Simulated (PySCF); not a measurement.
Cr⁺: excitation energy

Cr⁺ [Ar] 3d5 (6S) → Cr⁺ [Ar] 3d4 4s1 (6D), as a difference of total energies. All numbers are calculated (PySCF 2.14, the non-relativistic Hamiltonian (point nucleus), in def2-TZVPPD). Correlated levels: valence and next inner shell: [Ne] frozen. The calculations carry no spin-orbit coupling.

```csv
method,excitation energy (cm⁻¹)
UHF,8291.0
MP2 (valence and next inner shell),16158
SCS-MP2 (valence and next inner shell),12670
CCSD (valence and next inner shell),13450
CCSD(T) (valence and next inner shell),13618
```

These non-relativistic numbers lack the scalar-relativistic shift.

Errors of the correlated levels include the incompleteness of this basis and the frozen core.

For comparison: 12278 cm⁻¹ (measured; NIST levels, between the centres of gravity of the two terms).
